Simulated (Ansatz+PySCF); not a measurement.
A calculation with PySCF 2.14.0.

```python
from pyscf import gto, scf

mol = gto.M(atom="""
Al -0.048690 -0.007100 -0.008870
Cl 1.210350 1.252580 1.216540
Cl 1.201820 -1.266320 -1.248070
Cl -1.230330 1.271040 -1.207780
Cl -1.243770 -1.268350 1.202880
""", basis='def2-svp', charge=-1, spin=0)
mf = scf.UHF(mol)
mf.init_guess = 'minao'
mf.kernel()
while True:  # follow internal instabilities
    mo, _, stable, _ = mf.stability(return_status=True)
    if stable: break
    mf.kernel(mf.make_rdm1(mo, mf.mo_occ))
print(mf.converged, mf.e_tot, mf.spin_square()[0])
```

The script is written out from the run's settings.

Results

```yaml
Converged: yes
Total_energy: -2079.65280 hartree
Spin_squared_of_the_determinant: 0.000
```

Caution: no diffuse functions for an anion.
